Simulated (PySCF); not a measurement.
# Static response to an electric field

Compound: C3H10SSi.
Atom-mapped SMILES: `[CH3:1][CH2:2][CH2:3][S:4][SiH3:5]` (hydrogens: H6, H7, H8 on C1; H9, H10 on C2; H11, H12 on C3; H13, H14, H15 on Si5)

Cartesian coordinates in Å at the PBE0-D3(BJ)/def2-SVP level; atoms count from 1:
```xyz
15
C3H10SSi angstrom
C     -1.943    0.832    0.384
C     -0.842   -0.039    0.963
C     -0.127   -0.904   -0.064
S      0.703    0.011   -1.421
Si     2.280    0.978   -0.345
H     -1.540    1.513   -0.381
H     -2.424    1.439    1.165
H     -2.724    0.220   -0.096
H     -0.104    0.589    1.492
H     -1.258   -0.716    1.730
H      0.615   -1.561    0.416
H     -0.845   -1.556   -0.587
H      1.819    2.128    0.494
H      3.227    1.486   -1.378
H      2.962   -0.006    0.553
```

Level: PBE0/def2-SVPD (PySCF), static field, nuclei fixed, core orbitals frozen in the response. The polarisability tensor in these axes (au):

```
x   98.14  7.21 -4.14
y    7.21 81.29  0.21
z   -4.14  0.21 82.75
```

**Question.** Give the principal values, the mean and the anisotropy Δα = √{½[(α1 − α2)² + (α2 − α3)² + (α1 − α3)²]}.

**Answer.** Principal values 77.98, 82.62 and 101.58 au; mean 87.40 au = 12.95 Å³ = 14.41 × 10⁻⁴⁰ C²·m²/J; Δα = 21.66 au (25 % of the mean).

**Question.** What is the dipole moment, and where does it point?

**Answer.** (-0.51, -0.44, 1.54) D, 1.68 D in size, pointing from the negative to the positive side. Measured along this direction, the outermost atoms are H14 at the negative end and H10 at the positive end.

**Question.** Sum over states: ᾱ = Σ f/ω², ω in Eh. What share falls to these 6 lowest TDDFT singlets (eV, f)? 5.59, 0.0086; 5.97, 0.0090; 6.38, 0.0071; 6.87, 0.0049; 7.03, 0.0049; 7.08, 0.0181.

**Answer.** They add up to 0.94 au, 1.1 % of the 87.40 au; the largest single term is 0.27 au, from the state at 7.08 eV. Terms in order: 0.20, 0.19, 0.13, 0.08, 0.07, 0.27 au. Higher excitations give the rest. The strengths listed sum to 0.053.

**Question.** What depolarisation ratio follows for Rayleigh scattering of linearly polarised light, taking the static tensor?

**Answer.** ρ = 3Δα²/(45ᾱ² + 4Δα²) = 1406.9/(343712 + 1875.9) = 0.00407.

**Question.** Refractivity n − 1 of an ideal gas of it at 500 K and 1 atm, from the electronic α?

**Answer.** N = p/kT = 1.4678 × 10¹⁹ cm⁻³, so n − 1 = 2π × N × 12.95 × 10⁻²⁴ cm³ = 1194 × 10⁻⁶ at long wavelengths, for an ideal gas.

**Question.** Give the principal axes and the span of the nuclei along them.

**Answer.** Largest value along (0.92, 0.33, -0.20), where the nuclei span 6.17 Å; middle along (0.05, 0.41, 0.91), 2.85 Å; least along (-0.38, 0.85, -0.37), 3.72 Å. The strongest response lies along the longest span, while the other two are in reverse order.

**Question.** Orientational against electronic polarisability at 350 K (dilute gas, rigid molecules)?

**Answer.** In Gaussian units μ²/3kT = 19.42 Å³ against 12.95 Å³, a ratio of 1.50; the Debye molar polarisation (4π/3)N_A(α + μ²/3kT) is 81.6 cm³/mol, leaving out the vibrational part.

Isolated species at its PBE0-D3(BJ)/def2-SVP geometry (one conformer only).

These values come from a run that also computed excited states. Cost: about 50 s of CPU time on one thread; the machine was shared, so the figure is rough.
